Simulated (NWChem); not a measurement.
System: WNHOCl$_{2}$; SMILES [NH]=[W](=[O])([Cl])[Cl]

def2 effective core potentials on W; no spin-orbit coupling.

Question: Give the equilibrium geometry at PBE-D3(BJ)/def2-SVP with def2 effective core potentials on W (NWChem) as an XYZ file, with the point group.

Answer: point group Cs; any orientation.
```
6

W      0.1530    -0.0195     0.0000
O      1.1793     1.3545     0.0000
N      1.1769    -1.4513     0.0000
H      2.1344    -1.8218     0.0000
Cl    -1.0566    -0.0419     1.9482
Cl    -1.0566    -0.0419    -1.9482
```
